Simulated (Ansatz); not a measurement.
## Reading a saddle point

A first-order saddle point of GaH₄SF, singlet, PBE0-D4/def2-TZVP, with one imaginary mode of 689i cm⁻¹:

```xyz
7
angstrom
Ga -0.8756 -0.3430 -0.1977
F 0.7178 -1.3863 0.2482
H -1.3281 -0.7722 -1.6203
H -1.6516 -0.0688 1.1214
H 1.2447 -0.2734 0.0063
S 0.9804 1.2072 -0.4145
H 0.9124 1.6365 0.8566
```

Program: Ansatz 0.2.0. Basis: def2-TZVPP and def2-QZVPP. Cores are frozen in the correlated methods. Filled d shells of the heavier atoms are correlated. The def2 sets are not built for correlating such inner shells, so the correlated values are less sure here. Extrapolation: Hartree–Fock as exp(−7.88 √X), correlation as X^−2.97.

Q: Which contacts change along the imaginary mode, and what lies on either side? (A judgement: the text doesn't fix the answer.)

A: The calculation gives: The step is GaH₂F ([F][GaH2]) + H₂S → GaH₃S ([SH][GaH2]) + HF, with the molecules in contact on both sides. Shortening one way: Ga1–S6, F2–H5; lengthening the same way: Ga1–F2, H5–S6.
```
  pair  one side (Å)  saddle (Å)  other side (Å)
Ga1–S6          2.60        2.43            2.27
 F2–H5          2.90        1.25            0.96
Ga1–F2          1.79        1.96            2.29
 H5–S6          1.34        1.56            2.15
```

Q: Which side is lower, and how far does the saddle lie above each? (An estimate is asked for; the value comes from the calculation.)

A: The calculation gives: The side with Ga1–F2, H5–S6 short is lower by 9.9 kJ/mol; the saddle lies 39.1 kJ/mol above it and 29.2 kJ/mol above the other (CCSD(T) at an estimated basis limit (MP2 extrapolated from triple and quadruple zeta, plus CCSD(T) − MP2 in triple zeta); electronic energies).

No T1 diagnostic of these runs exceeds 0.014.

Exchanges of this kind with a chalcogen hydride build sulfide and selenide films.

Labels in which every atom is bracketed show which atoms are joined, not bond orders.

For scale, one of the runs: CCSD(T)/def2-TZVPP, 177 basis functions (an equivalent command: `ansatz run in.yaml --threads 2`). The run took 2.7 min on 2 CPU threads (shared host), with 1.6 GiB of host memory at its peak.
